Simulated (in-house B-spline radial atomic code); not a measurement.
Configurations of Tl VI (Tl5+), with energies counted from [Xe] 4f14 (5d3/2)4 (5d5/2)4. Level of theory: Dirac-Hartree-Fock, average of each configuration as written, Fermi nucleus of rms radius 5.4759 fm; calculated with a B-spline radial code for spherical atoms. Energies include first-order Breit, QED and recoil terms.

Occupations are held fixed; configurations that lie above the ionisation limit could autoionise.

```csv
configuration,E - E(ref) (eV),highest orbital,its <r> (bohr)
[Xe] 4f14 (5d3/2)1 (5d5/2)6 (7f7/2)1,73.716,7f7/2,7.234
[Xe] (4f5/2)5 (4f7/2)8 (5d3/2)4 (5d5/2)4 6s1,130.8,6s1/2,1.967
[Kr] 4d10 4f14 5s2 (5p1/2)1 (5p3/2)4 (5d3/2)4 (5d5/2)4 (5g7/2)1,149.62,5g7/2,4.502
[Xe] (4f5/2)6 (4f7/2)7 (5d3/2)2 (5d5/2)6 (7p3/2)1,168.76,7p3/2,4.254
[Kr] (4d3/2)3 (4d5/2)6 4f14 5s2 5p6 (5d3/2)4 (5d5/2)4 (9g7/2)1,478.74,9g7/2,18.35
```

Order these further configurations by energy, lowest first.
A. [Kr] 4d10 4f14 5s2 (5p1/2)1 (5p3/2)4 (5d3/2)2 (5d5/2)6 8s1
B. [Xe] (4f5/2)6 (4f7/2)7 (5d3/2)3 (5d5/2)5 (8g7/2)1
C. [Kr] 4d10 4f14 5s2 (5p1/2)1 (5p3/2)4 (5d3/2)3 (5d5/2)5 (8g9/2)1
D. [Xe] 4f14 (5d3/2)3 (5d5/2)5
E. [Xe] 4f14 (5d3/2)2 (5d5/2)6

D (2.5454 eV), E (4.7452 eV), A (150.2 eV), C (162.72 eV), B (186.74 eV).
